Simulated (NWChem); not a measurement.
Molecule: CBr$_{2}$F$_{2}$; SMILES FC(F)(Br)Br

Program: NWChem. Pople sets run with spherical d functions. Coordinates come from a PBE0/def2-SVP optimisation. Computed dipoles belong to the equilibrium geometry; the measured one is vibrationally averaged.

Measured dipole moment: 0.66 D (NIST CCCBDB, as tabulated in the package chemicals).

Q: Which of these levels lies farthest from the measured value, and how do the others fare: B3LYP/def2-SVPD; B3LYP/def2-TZVP; B3LYP/3-21G; B3LYP/STO-3G; B3LYP/aug-cc-pVTZ; B3LYP/def2-SVP; B3LYP/6-31G*?

A: B3LYP/6-31G*.
```tsv
level	dipole moment (D)	computed − measured	relative time (rough)
B3LYP/STO-3G	0.90	+0.24	1
B3LYP/3-21G	0.39	-0.27	2
B3LYP/6-31G*	0.17	-0.49	9
B3LYP/def2-SVP	0.41	-0.25	5
B3LYP/def2-SVPD	0.53	-0.13	10
B3LYP/def2-TZVP	0.41	-0.25	10
B3LYP/aug-cc-pVTZ	0.46	-0.20	90
```
